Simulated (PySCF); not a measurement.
**Vibration and rotation of LiTe⁺**

UHF-CCSD(T) constants of LiTe⁺, ³Σ⁻ (triplet), unpaired electrons π ↑↑ (PySCF, scalar-relativistic core potentials, basis sets Li cc-pVDZ, Te cc-pVDZ-PP with ECP28; masses 7.0160 and 129.9062 u):

| Property | Result |
| --- | --- |
| ωe | 301.2 cm⁻¹ |
| ωexe | 2.61 cm⁻¹ |
| Be | 0.31623 cm⁻¹ |
| αe | 0.00395 cm⁻¹ |
| De to Li⁺ + Te | 1.06 eV |

(1) What force constant and bond length do these constants imply?

(2) Estimate the centrifugal constant D from the Kratzer relation and find the Dunham coefficient a1.

Correlated steps freeze 4 core orbitals. Correlated levels converge slowly with the basis: in double zeta they bind strong bonds too weakly, by up to about 1 eV, and carry superposition errors of some tenths. Spin–orbit coupling is left out, which matters for elements this heavy, above all for dissociation energies. For an ion De counts to the pair picked by the measured ionisation energies or electron affinities, which need not be the lowest pair at this level. The state is the lowest determinant that a PBE0 search found; another state may lie lower at other levels.

Results:

(1) Reduced mass μred = 6.6565 u; k = 5.8918×10⁻⁷·μred·ωe² (u, cm⁻¹, mdyn/Å) = 0.356 mdyn/Å; Re = √(16.8576/(μred·Be)) (u, cm⁻¹, Å) = 2.830 Å.

(2) D = 4Be³/ωe² = 1.39e-06 cm⁻¹; a1 = −1 − αeωe/(6Be²) = -2.98.
